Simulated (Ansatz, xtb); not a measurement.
Stretching the O3–H4 bond in BeFHO (SMILES [OH][Be][F]) (multiplicity 1 held, fragments rigid). Energies count from the point at 0.954 Å.
Geometry at that point (charge 0, multiplicity 1):
```xyz
4

Be     0.0293     0.0148    -0.0256
F      0.9828     0.5280    -0.8951
O     -0.9986    -0.4674     0.8245
H     -0.9734    -1.0724     1.5614
```

Unrestricted levels (U-) break spin symmetry where that is lower. Curves can end on different states.

Frozen-core correlation.

Codes used: Ansatz (a quantum-chemistry and plane-wave program); xtb for the GFN methods. Each number belongs to the level named beside it. The GFN methods have no spin term and hold the electronic entropy of 300 K.

**Question.** One of these levels gives 131.37 kcal/mol for the energy at R = 3.052 Å. Name it.
A) U-HF/aug-cc-pVDZ
B) U-MP2/aug-cc-pVDZ
C) GFN2-xTB

**Answer.** B, U-MP2/aug-cc-pVDZ. The others give 146.58 (GFN2-xTB), 94.49 (U-HF/aug-cc-pVDZ)

Doubts at one or more of the structures used: a spin-contaminated determinant (U-HF/aug-cc-pVDZ, U-MP2/aug-cc-pVDZ).
